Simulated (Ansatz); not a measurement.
`BOB(N)Cl` + `CCCl` → `NB(Cl)Cl` + `BOCC`  (formal exchange of groups at a B–O bond)

Gas-phase electronic energies from Ansatz, PBE0-D4/def2-TZVP geometries. CCSD(T)/CBS adds triple-zeta CCSD(T) − MP2 to the extrapolated MP2 energy (def2 sets, frozen cores). DFT in def2-TZVPP. Each species was taken in one conformer, which may not be the lowest.

`BOB(N)Cl`:

```xyz
9

B    -1.845   -0.190   -0.400
O    -0.499   -0.311   -0.495
B     0.511    0.166    0.309
N     1.827   -0.084   -0.053
Cl    0.177    1.085    1.791
H    -2.342    0.425    0.499
H    -2.494   -0.723   -1.252
H     2.053   -0.601   -0.885
H     2.612    0.232    0.486
```

`CCCl`:

Z-matrix (Å, degrees):
```
C
C 1 1.507
H 1 1.091 2 111.0
H 1 1.094 2 109.6 3 119.7
H 1 1.091 2 111.0 3 -120.6
Cl 2 1.788 1 111.4 3 60.3
H 2 1.089 1 111.9 3 179.1
H 2 1.089 1 111.9 3 -58.5
```

`NB(Cl)Cl`:

Cartesian coordinates in Å:
```
N -0.429 0.273 0.629
B 0.305 -0.194 -0.447
Cl 1.986 -0.676 -0.234
Cl -0.434 -0.311 -2.042
H -1.389 0.556 0.542
H -0.038 0.352 1.552
```

`BOCC`:

```xyz
11

B     0.337   -0.531   -1.865
O     0.601   -0.673   -0.560
C    -0.361   -0.384    0.445
C     0.100    0.778    1.290
H     1.221   -0.791   -2.630
H    -0.749   -0.158   -2.227
H    -1.328   -0.172   -0.025
H    -0.467   -1.285    1.055
H     1.077    0.569    1.730
H     0.180    1.687    0.690
H    -0.611    0.960    2.098
```

| level | ΔE (kJ/mol) |
| --- | --- |
| r2SCANh-D4 | 32.1 |
| ωB97X-V | 31.1 |
| PBE | 24.8 |
| HF/def2-SVP | 33.4 |

What does CCSD(T)/CBS give? (Best estimate.)

Computed: +35.4 kJ/mol. The listed levels differ from it by -3.3, -4.3, -10.6, -2.0 kJ/mol.

Largest T1 diagnostic among the species: 0.013.

From r2SCAN to r2SCAN0 (25 % exact exchange), in def2-TZVPP and without D4, ΔE moves by +3.6 kJ/mol. In def2-TZVPP, CCSD(T) changes the Hartree–Fock value by −14.1 kJ/mol (the triples alone add −2.2 kJ/mol) and MP2 by −13.9 kJ/mol.
